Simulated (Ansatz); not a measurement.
Start from `BCCCl` and change one atom or group to get `[F][AlH][CH2]CCl`.

Ansatz, PBE0-D4/def2-TZVP geometries, multiplicity 1. Each molecule was computed in one conformer, which needn't be the lowest.

```json
{"property": "zero-point energy (PBE0-D4/def2-TZVP) / kJ/mol", "`BCCCl`": "201.1"}
{"property": "ideal-gas entropy at 298 K and 1 bar (rigid rotor, harmonic PBE0-D4/def2-TZVP) / J/(mol·K)", "`BCCCl`": "310"}
{"property": "HOMO energy (ωB97M-V/def2-TZVPP) / eV", "`BCCCl`": "-10.65"}
{"property": "LUMO energy (ωB97M-V/def2-TZVPP) / eV", "`BCCCl`": "0.48"}
{"property": "HOMO energy (PBE/def2-TZVPP) / eV", "`BCCCl`": "-6.94"}
{"property": "HOMO–LUMO gap (ωB97M-V/def2-TZVPP) / eV", "`BCCCl`": "11.13"}
```

Q: What does the change do to each property? (Estimate.)

A: The calculation gave: 
```
                                                                                  property  `[F][AlH][CH2]CCl`  shift
                                            zero-point energy (PBE0-D4/def2-TZVP) / kJ/mol               171.8  -29.3
ideal-gas entropy at 298 K and 1 bar (rigid rotor, harmonic PBE0-D4/def2-TZVP) / J/(mol·K)                 362     52
                                                     HOMO energy (ωB97M-V/def2-TZVPP) / eV              -10.26   0.39
                                                     LUMO energy (ωB97M-V/def2-TZVPP) / eV                0.39  -0.09
                                                         HOMO energy (PBE/def2-TZVPP) / eV               -6.73   0.21
                                                   HOMO–LUMO gap (ωB97M-V/def2-TZVPP) / eV               10.65  -0.48
```

Modes under 60 cm⁻¹, often nearly free rotors, make the harmonic entropy too high.
